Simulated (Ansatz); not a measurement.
C$_{3}$H$_{3}$ (SMILES C#C[CH2]), doublet, geometry from GFN2-xTB; B97M-V/cc-pVDZ (Ansatz, a first-principles code).

Here is a job for Ansatz.
Ansatz 0.2 input:
```yaml
crystal:
  periodic: [false, false, false]
  atoms:
    - {symbol: C, position_ang: [0.00115726, 0.01003220, 0.11038988]}
    - {symbol: C, position_ang: [0.01388675, 0.12038277, 1.32463807]}
    - {symbol: C, position_ang: [-0.01295680, -0.11232118, -1.23593195]}
    - {symbol: H, position_ang: [0.02483153, 0.21526197, 2.36864642]}
    - {symbol: H, position_ang: [0.90225786, -0.24555186, -1.78366465]}
    - {symbol: H, position_ang: [-0.93961264, -0.07827287, -1.77955781]}
basis:
  gaussian:
    orbitals: cc-pVDZ
hamiltonian:
  xc: {name: B97M-V}
magnetization: {spin_polarized: true, initial_magnetization: 1}
accuracy: high
```

The log (banner, timings and long lists left out):

```
Functional definition: B97M-V
1202 factors; integrals over basis functions are off by at most 3.4e-9 eV
mean field evaluation 1: about -3152.6917 eV, gradient 2.6e1 eV
mean field evaluation 2: about -3152.2450 eV, gradient 2.9e1 eV
mean field evaluation 4: about -3156.8018 eV, gradient 2.0e0 eV
mean field evaluation 8: about -3156.8255 eV, gradient 6.8e-2 eV
mean field evaluation 16: about -3156.8257 eV, gradient 4.5e-5 eV
mean field -3156.82566368 eV, -116.0112033671 hartree, gradient 3.3e-8 eV, S^2 0.769630; 0 other end points of the search recorded, 0 dependent functions left out
reference -3156.82566781 eV, -116.0112035187 hartree; 11, 10 occupied and 46, 47 virtual orbitals, 1202 factors
Total energy: -3156.82566781 eV, -116.0112035187 hartree
```
